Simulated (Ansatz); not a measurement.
Molecule: HgBr2 (charge 0, singlet). 
Structure (B3LYP-D3(BJ)/def2-TZVP (Ansatz, a program for electronic structure) minimum search):
```xyz
3

Hg     0.0000     0.0000     0.0000
Br     0.0000     0.0000     2.4249
Br     0.0000     0.0000    -2.4249
```
Charge 0, spin multiplicity 1.

Basis-set convergence of Hartree-Fock and CCSD(T) correlation energies (hartree) with Ansatz. Cores are frozen in the correlated levels unless marked. No spin-orbit coupling. Frozen are the shells of the preceding noble gas and the d and f shells that filled before the atom's block. In def2 rows, elements after Kr have scalar-relativistic effective core potentials.

```csv
basis,functions,E(HF),"E(corr, CCSD(T))"
def2-SVP,96,-5296.80483,-0.54073
def2-TZVPP,155,___,___
```

Task: Fill in the missing entries.

Result: 
- def2-TZVPP, E(HF): -5297.45139
- def2-TZVPP, E(corr, CCSD(T)): -0.76572
